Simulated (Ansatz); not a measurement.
mer-FeF3(NH3)3 (FeN3F3H9), relaxed as a sextet with UKS PBE-D4/def2-SVP in Ansatz, starting from the GFN1-xTB geometry. Force threshold 0.02 eV/Å.

Another isomer (sextet) lies 0.09 eV lower at PBE-D4/def2-SVP; other spin states weren't run for this one.

Start:

```tsv
atom	x (Å)	y (Å)	z (Å)
F1	0.706	-1.046	-1.339
F2	0.757	0.792	1.461
F3	-1.273	-1.472	0.964
Fe4	-0.030	-0.305	0.192
N5	0.648	1.616	-1.089
N6	-2.085	0.637	-0.353
N7	1.389	-1.836	1.178
H8	1.322	2.042	-0.473
H9	-0.036	2.293	-1.382
H10	1.113	1.212	-1.885
H11	-2.225	1.538	0.074
H12	-2.727	-0.026	0.053
H13	-2.248	0.693	-1.345
H14	1.944	-1.363	1.870
H15	1.963	-2.260	0.469
H16	0.782	-2.516	1.605
```

```
step  energy (eV)  largest force component (eV/Å)  SCF passes
   1  -47125.3590                           1.081          25
   2  -47125.4979                           0.743          26
   3  -47125.5252                           0.486          23
   4  -47125.5442                           0.163          22
   5  -47125.5532                           0.149          23
   6  -47125.5595                           0.129          22
   7  -47125.5627                           0.037          23
   8  -47125.5633                           0.011          21
```

Force components are those of the run's own axes.

End:

Cartesian coordinates in Å:
```
F 0.393 -1.063 -1.457
F 0.423 0.886 1.526
F -1.288 -1.497 0.966
Fe -0.094 -0.270 0.157
N 0.807 1.521 -1.025
N -2.104 0.600 -0.318
N 1.419 -1.650 1.042
H 1.398 1.941 -0.298
H 0.290 2.267 -1.503
H 1.372 1.013 -1.717
H -2.335 1.489 0.140
H -2.576 -0.172 0.179
H -2.423 0.626 -1.293
H 2.003 -1.242 1.780
H 1.986 -2.164 0.359
H 0.728 -2.285 1.462
```

By distances, no bond broke or formed. The bond that changes most is Fe4–N6, from 2.33 to 2.24 Å (atoms count from 1).

No frequencies were taken in this run, so the end may be a saddle point.

It took 12 s on 4 threads of INTEL XEON PLATINUM 8581C on a shared host.
